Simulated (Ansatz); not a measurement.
Consider the formal hydrolysis of a C–O bond: `[SiH3]OC[SiH2]S` + H₂O → `OC[SiH2]S` + `O[SiH3]`.

Computed with Ansatz on PBE0-D4/def2-TZVP structures; ΔE is electronic, products minus reactants. CCSD(T)/CBS adds triple-zeta CCSD(T) − MP2 to the extrapolated MP2 energy (def2 sets, frozen cores). This one scheme is used for every species. Functionals use def2-TZVPP. HSE06 is defined as in plane-wave codes. One conformer a species, not always the lowest.

```csv
level,ΔE (kJ/mol)
r2SCANh-D4,1.9
CAM-B3LYP-D4,3.5
PBE-QIDH,1.7
BLYP,-2.8
HSE06,-1.6
BHLYP,-1.9
RPA@PBE/def2-TZVPP,4.7
MP2/def2-TZVPP,5.6
```

**Question.** What does CCSD(T)/CBS give? (Estimate.)

**Answer.** Computed: +6.0 kJ/mol. The listed levels differ from it by -4.1, -2.5, -4.3, -8.8, -7.6, -7.9, -1.3, -0.4 kJ/mol.

**Question.** What do rigid-rotor, harmonic-oscillator terms from PBE0-D4/def2-TZVP frequencies (298.15 K, 1 bar) make of the CCSD(T)/CBS value? (Best estimate.)

**Answer.** Ansatz gave: ΔZPE = +4.1 kJ/mol, ΔH = +7.0 kJ/mol, ΔS = 10 J/(mol·K), ΔG = +4.2 kJ/mol. Modes under 50 cm⁻¹ make the entropy rough.

Largest T1 diagnostic among the species: 0.012.

The D4 term adds +7.7 kJ/mol with B3LYP and +4.7 kJ/mol with PBE0; it sums over pairs of atoms, weighted by their polarisabilities, and B3LYP, whose exchange is more repulsive, gets the larger term. In def2-TZVPP, CCSD(T) changes the Hartree–Fock value by +7.6 kJ/mol (the triples alone add +1.4 kJ/mol) and MP2 by +8.5 kJ/mol.

B3LYP here is the variant with VWN-RPA as its local correlation; programs differ in this.
